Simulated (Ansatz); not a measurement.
`[OH][Al][Br]` radical. The species carries charge 0 and has multiplicity 2.

```xyz
4

O    -0.3322   -0.9628   -0.0453
Al   -0.0650    0.6730   -0.3983
Br    1.2778    1.8259    1.0238
H    -0.8807   -1.5360   -0.5801
```

Q: What are the harmonic wavenumbers in cm⁻¹ at PBE0-D4/def2-TZVP (Ansatz, finite differences of forces, unscaled)? (Best estimate.)

A: The calculation gave: 165, 314, 391, 602, 848, 3947.

Q: Is this a minimum?

A: Yes, all 6 modes are real.

Q: Give the ideal-gas thermochemistry at 298.15 K and 1 bar (rigid rotor, harmonic oscillator; point group Cs, symmetry number 1).

A: Zero-point energy 37.5 kJ/mol; H(298) − E = 51.5 kJ/mol; entropy 302.7 J/(mol·K), of which translation 169.0, rotation 105.1, vibration 22.8, electronic 5.8; G(298) − E = -38.7 kJ/mol.

Q: And at 400, 500, 600, 800 and 1000 K?

A: 
| T (K) | H − E (kJ/mol) | S (J/mol/K) | G − E (kJ/mol) |
| --- | --- | --- | --- |
| 400 | 58.0 | 321.3 | -70.5 |
| 500 | 64.7 | 336.3 | -103.4 |
| 600 | 71.6 | 348.9 | -137.7 |
| 800 | 85.9 | 369.4 | -209.6 |
| 1000 | 100.5 | 385.7 | -285.2 |

Q: Rotational constants (cm⁻¹)?

A: 1.028, 0.07823, 0.0727.
